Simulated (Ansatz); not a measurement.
This geometry of BFH3N + H2O (9 atoms, charge 0, multiplicity 1) is a first-order saddle point.

All numbers below come from RKS PBE0/6-31G* in Ansatz 0.2.0.

```xyz
9
Properties=species:S:1:pos:R:3
B -0.052 0.215 0.256
N -0.012 0.065 1.814
H -0.717 -0.522 2.242
H 0.903 -0.170 2.187
F 1.146 -0.028 -0.342
H -1.040 -0.249 -0.266
O -0.242 1.820 0.420
H -1.129 2.081 0.135
H -0.254 1.387 1.497
```

Task: Which two structures does it join? (They come from a converged band through this point; their orientation in space is the band's.)

Result: Bonds broken: O7–H9. Bonds formed: B1–O7, N2–H9. BFH3N + H2O becomes BFH5NO.

Initial state:

```xyz
9
Properties=species:S:1:pos:R:3
B 0.089 -0.373 0.280
N 0.084 -0.312 1.685
H -0.742 -0.510 2.228
H 0.939 -0.296 2.223
F 1.246 -0.294 -0.375
H -0.933 -0.510 -0.331
O -0.445 2.599 0.662
H -1.333 2.451 0.315
H -0.302 1.845 1.255
```

Final state:

```xyz
9
Properties=species:S:1:pos:R:3
B -0.190 0.479 0.222
N 0.114 0.123 1.823
H -0.752 0.060 2.353
H 0.641 -0.741 1.927
F 1.084 0.425 -0.339
H -0.926 -0.410 -0.183
O -0.756 1.781 0.356
H -1.281 1.991 -0.421
H 0.667 0.891 2.204
```

Task: How far does it lie above each of them?

Result: 0.40 eV above the first and 1.15 eV above the second. This is the barrier of this one path; another mechanism may lie lower. The orbitals stay closed-shell, which can raise the energy where a bond breaks towards radicals; this wasn't checked here.

Time of the run: 110 s on 1 thread of AMD EPYC 7R43 64-Core Processor (Zen 3) (shared host), peak memory 0.14 GiB.
